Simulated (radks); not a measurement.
Valence configurations of Sr I (all share [Kr]). Calculated with a radial shooting solver on a logarithmic mesh with Libxc functionals: scalar-relativistic Kohn-Sham, LDA (Slater exchange, Perdew-Wang correlation), spin-polarised, spherical densities, point nucleus; open shells are filled with parallel spins first (spin-orbit coupling, left out, can overturn this in heavy ions). Order these by energy: 4d1 5s1; 4d0.5 5s1.5; 5s1.5 5p0.5; 5p2; 5s1 5p1; 5s2.

Answer. From the lowest, in eV above it: 5s2 0.000; 4d0.5 5s1.5 1.047; 5s1.5 5p0.5 1.076; 4d1 5s1 1.923; 5s1 5p1 1.962; 5p2 4.525. NIST lists [Kr] 5s2 as the ground configuration; this level of theory agrees among the configurations tried. The energies are those of spherical high-spin densities, not of single terms.
